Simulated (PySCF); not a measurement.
Static response to an electric field

C2H13NOSi3.
SMILES with atom numbers: `[CH3:1][N:2]([CH3:3])[SiH2:4][SiH2:5][O:6][SiH3:7]` (hydrogens: H8, H9, H10 on C1; H11, H12, H13 on C3; H14, H15 on Si4; H16, H17 on Si5; H18, H19, H20 on Si7)

Geometry (PBE0-D3(BJ)/def2-SVP, Å), atoms numbered from 1 in this order:
```
atom  x, y, z in Å
C1    -2.3375    1.1434   -0.0474
N2    -1.9501   -0.2400   -0.1562
C3    -3.0608   -1.1489   -0.2838
Si4   -0.3709   -0.7874    0.3268
Si5    1.2770    0.6692   -0.4922
O6     2.7392   -0.0224   -0.0983
Si7    4.3916    0.0397   -0.1571
H8    -1.4548    1.7992    0.0165
H9    -2.9602    1.3475    0.8477
H10   -2.9214    1.4637   -0.9311
H11   -3.6791   -0.8934   -1.1651
H12   -2.7056   -2.1814   -0.4184
H13   -3.7308   -1.1369    0.6005
H14   -0.1720   -2.1486   -0.2607
H15   -0.1625   -0.9259    1.8137
H16    1.1869    2.0396    0.1113
H17    1.1687    0.8396   -1.9771
H18    4.9325    0.3037    1.2086
H19    4.9138   -1.2689   -0.6461
H20    4.8463    1.1255   -1.0802
```

Level: PBE0/def2-SVPD (PySCF), static field, nuclei fixed, core orbitals frozen in the response. The polarisability tensor in these axes (au):

```
x   146.75   4.14  -0.93
y     4.14 114.86  -3.52
z    -0.93  -3.52 104.73
```

Task: Diagonalise the tensor; give its mean and Δα, where Δα² is half the sum of the squared differences of the eigenvalues.

Result: Principal values 103.63, 115.40 and 147.32 au; mean 122.12 au = 18.10 Å³ = 20.13 × 10⁻⁴⁰ C²·m²/J; Δα = 39.16 au (32 % of the mean).

Task: What is the dipole moment, and where does it point?

Result: (-1.06, 0.41, -0.18) D, 1.15 D in size, pointing from the negative to the positive side. Measured along this direction, the outermost atoms are H19 at the negative end and H10 and H11 at the positive end.

Task: Sum over states: ᾱ = Σ f/ω², ω in Eh. What share falls to these 10 lowest TDDFT singlets (eV, f)? 4.60, 0.0004; 5.72, 0.0097; 5.87, 0.0237; 6.06, 0.0170; 6.08, 0.0438; 6.44, 0.0135; 6.57, 0.0028; 6.58, 0.0061; 6.73, 0.0096; 6.75, 0.0033.

Result: They add up to 2.57 au, 2.1 % of the 122.12 au; the largest single term is 0.88 au, from the state at 6.08 eV. Terms in order: 0.01, 0.22, 0.51, 0.34, 0.88, 0.24, 0.05, 0.10, 0.16, 0.05 au. Higher excitations give the rest. The strengths listed sum to 0.130.

Task: Molar refractivity from α?

Result: Lorentz–Lorenz: R = (4π/3)N_A α = 2.5225 cm³/(mol·Å³) × 18.10 Å³ = 45.6 cm³/mol, in the limit of long wavelengths.

Task: What are the principal values of the traceless quadrupole moment, Θ = ½Σq(3rr − r²1), about the centre of nuclear charge?

Result: -4.67, -1.11, 5.78 D·Å. The values depend on the origin, since the dipole doesn't vanish. The electronic extent ⟨r²⟩ about the same centre is 2462 bohr², a root-mean-square distance of 2.90 Å for the 82 electrons.

Task: Give the principal axes and the span of the nuclei along them.

Result: Largest value along (0.99, 0.13, -0.03), where the nuclei span 8.85 Å; middle along (-0.13, 0.94, -0.30), 3.98 Å; least along (-0.01, 0.30, 0.95), 3.09 Å. The response follows the extents in order.

The structure is a single PBE0-D3(BJ)/def2-SVP conformer in the gas phase; no vibrational or solvent corrections.
